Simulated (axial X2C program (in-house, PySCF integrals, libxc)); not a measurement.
# Outer orbitals of GaRu at 2.373 Å, HF

All values were computed with an axial X2C code built on PySCF integrals. Spin-free means the one-electron spin-free X2C Hamiltonian; two-component (2c) means X2C with spin–orbit coupling and atomic mean-field two-electron Coulomb and Gaunt terms, so the difference of the two also holds small scalar two-electron terms. Basis: Ru dyall-cv3z [12s12p8d5f3g], Ga dyall-cv3z [9s9p7d4f1g] (cores contracted in-house); Gaussian nuclei, density fitting, unrestricted open shells. Masses: Ru 101.904 u, Ga 68.926 u.

The distance is close to the 2c PBE0 minimum; the highest filled and lowest empty levels are listed.

Spin-free orbitals, state M_S = 3/2, Λ = 0 (beyond evenly filled blocks: σα, δ+α, δ-α) (Löwdin shares):

| symmetry | occupied | ε (eV) | atomic character |
| --- | --- | --- | --- |
| δ-α | yes | -31.46 | 100% Ga d |
| δ+α | yes | -31.46 | 100% Ga d |
| δ+β | yes | -31.43 | 100% Ga d |
| δ-β | yes | -31.43 | 100% Ga d |
| π-β | yes | -31.35 | 100% Ga d |
| π+β | yes | -31.35 | 100% Ga d |
| π-α | yes | -31.28 | 100% Ga d |
| π+α | yes | -31.28 | 100% Ga d |
| σβ | yes | -31.27 | 100% Ga d |
| σα | yes | -31.26 | 100% Ga d |
| σβ | yes | -13.47 | 61% Ga s, 14% Ru p, 13% Ru s |
| σα | yes | -13.42 | 72% Ru d, 21% Ga s, 3% Ru s |
| δ+α | yes | -13.15 | 100% Ru d |
| δ-α | yes | -13.15 | 100% Ru d |
| π+α | yes | -11.75 | 97% Ru d |
| π-α | yes | -11.75 | 97% Ru d |
| σα | yes | -10.68 | 43% Ga s, 27% Ru d, 20% Ru s |
| π-β | yes | -9.08 | 88% Ru d, 7% Ga p, 2% Ga d |
| π+β | yes | -9.08 | 88% Ru d, 7% Ga p, 2% Ga d |
| σβ | yes | -6.77 | 75% Ga p, 9% Ru s, 7% Ga s |
| σα | yes | -6.09 | 48% Ru s, 22% Ru p, 22% Ga p |
| π-α | no | 0.17 | 63% Ru p, 36% Ga p |
| π+α | no | 0.17 | 63% Ru p, 36% Ga p |
| π-β | no | 0.54 | 47% Ru p, 46% Ga p, 6% Ru d |
| π+β | no | 0.54 | 47% Ru p, 46% Ga p, 6% Ru d |

Spinors with spin–orbit coupling (state Ω = 3/2):

```json
{"ω": "-3/2", "occupied": "yes", "ε (eV)": "-31.75", "atomic character": "100% Ga d", "λ mixture": "85% δ, 15% π"}
{"ω": "3/2", "occupied": "yes", "ε (eV)": "-31.71", "atomic character": "100% Ga d", "λ mixture": "88% δ, 12% π"}
{"ω": "1/2", "occupied": "yes", "ε (eV)": "-31.62", "atomic character": "100% Ga d", "λ mixture": "68% π, 32% σ"}
{"ω": "-1/2", "occupied": "yes", "ε (eV)": "-31.59", "atomic character": "100% Ga d", "λ mixture": "61% π, 39% σ"}
{"ω": "5/2", "occupied": "yes", "ε (eV)": "-31.26", "atomic character": "100% Ga d", "λ mixture": "100% δ"}
{"ω": "-5/2", "occupied": "yes", "ε (eV)": "-31.23", "atomic character": "100% Ga d", "λ mixture": "100% δ"}
{"ω": "-3/2", "occupied": "yes", "ε (eV)": "-31.16", "atomic character": "100% Ga d", "λ mixture": "85% π, 15% δ"}
{"ω": "3/2", "occupied": "yes", "ε (eV)": "-31.11", "atomic character": "100% Ga d", "λ mixture": "88% π, 12% δ"}
{"ω": "1/2", "occupied": "yes", "ε (eV)": "-31.10", "atomic character": "100% Ga d", "λ mixture": "68% σ, 32% π"}
{"ω": "-1/2", "occupied": "yes", "ε (eV)": "-31.08", "atomic character": "100% Ga d", "λ mixture": "61% σ, 39% π"}
{"ω": "-1/2", "occupied": "yes", "ε (eV)": "-13.44", "atomic character": "61% Ga s, 14% Ru p, 13% Ru s", "λ mixture": "99% σ, 1% π"}
{"ω": "1/2", "occupied": "yes", "ε (eV)": "-13.42", "atomic character": "71% Ru d, 22% Ga s, 3% Ru s", "λ mixture": "100% σ"}
{"ω": "-3/2", "occupied": "yes", "ε (eV)": "-13.27", "atomic character": "100% Ru d", "λ mixture": "100% δ"}
{"ω": "5/2", "occupied": "yes", "ε (eV)": "-12.96", "atomic character": "100% Ru d", "λ mixture": "100% δ"}
{"ω": "-1/2", "occupied": "yes", "ε (eV)": "-11.81", "atomic character": "96% Ru d", "λ mixture": "99% π, 1% σ"}
{"ω": "3/2", "occupied": "yes", "ε (eV)": "-11.66", "atomic character": "97% Ru d", "λ mixture": "99% π, 1% δ"}
{"ω": "1/2", "occupied": "yes", "ε (eV)": "-10.69", "atomic character": "42% Ga s, 28% Ru d, 20% Ru s", "λ mixture": "100% σ"}
{"ω": "1/2", "occupied": "yes", "ε (eV)": "-9.19", "atomic character": "89% Ru d, 6% Ga p, 2% Ga d", "λ mixture": "100% π"}
{"ω": "-3/2", "occupied": "yes", "ε (eV)": "-9.03", "atomic character": "88% Ru d, 7% Ga p, 2% Ga d", "λ mixture": "100% π"}
{"ω": "-1/2", "occupied": "yes", "ε (eV)": "-6.76", "atomic character": "75% Ga p, 9% Ru s, 7% Ga s", "λ mixture": "98% σ, 2% π"}
{"ω": "1/2", "occupied": "yes", "ε (eV)": "-6.08", "atomic character": "48% Ru s, 22% Ga p, 21% Ru p", "λ mixture": "100% σ"}
{"ω": "-1/2", "occupied": "no", "ε (eV)": "0.16", "atomic character": "63% Ru p, 36% Ga p", "λ mixture": "99% π, 1% σ"}
{"ω": "3/2", "occupied": "no", "ε (eV)": "0.19", "atomic character": "63% Ru p, 36% Ga p", "λ mixture": "100% π"}
{"ω": "1/2", "occupied": "no", "ε (eV)": "0.52", "atomic character": "46% Ru p, 46% Ga p, 6% Ru d", "λ mixture": "99% π, 1% σ"}
{"ω": "-3/2", "occupied": "no", "ε (eV)": "0.57", "atomic character": "48% Ru p, 45% Ga p, 6% Ru d", "λ mixture": "100% π"}
```

Mulliken charges and populations of the two-component result (they depend on the basis, above all on diffuse functions):

Ru -0.18 e (s 9.06 p 18.24 d 16.87 f 0.01), Ga 0.18 e (s 7.80 p 12.98 d 10.04 f 0.01). ⟨Lz⟩ = 0.00 ħ and ⟨Sz⟩ = 1.50 ħ (1.82 and -0.32 on the two atoms), which add up to Ω.

One determinant describes the state; a PBE0 search over occupations chose it and may have missed a lower one. PBE0 can misorder states that lie within some tenths of an eV, so this need not be the ground state of the molecule. The nearest other spin-free determinant of the search, M_S = 3/2, Λ = 2, lies 0.42 eV up at the distance of the search. With several unpaired electrons one determinant need not be a pure state. This is the top spin component of a Σ state; components of lower Ω are not single determinants and can lie lower. The determinant is spin-polarised beyond a pure state at some levels (its spin-free form has ⟨S²⟩ too high), which makes Re and μ there less reliable.
